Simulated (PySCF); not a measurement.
**[W(=O)2(Cl)2] (charge 0, multiplicity 1)**

Computed with TPSSh-D3(BJ)/def2-TZVP // TPSS-D3(BJ)/def2-SVP (PySCF).

```yaml
HOMO: -8.84 eV
dipole_moment: 1.93 D
LUMO: -3.83 eV
HOMO–LUMO gap: 5.01 eV
charge on the central atom (Mulliken): 1.39 e
total_energy: -1138.3035 Ha
cost: very roughly 3 core-minutes
```

Bonded distances (Å): W1–O2 1.715, W1–O3 1.715, W1–Cl4 2.284, W1–Cl5 2.284. Angles (°): O2–W1–O3 105.9, O2–W1–Cl4 108.8, O2–W1–Cl5 108.8, O3–W1–Cl4 108.7, O3–W1–Cl5 108.8, Cl4–W1–Cl5 115.4.
Charge 0, spin multiplicity 1.
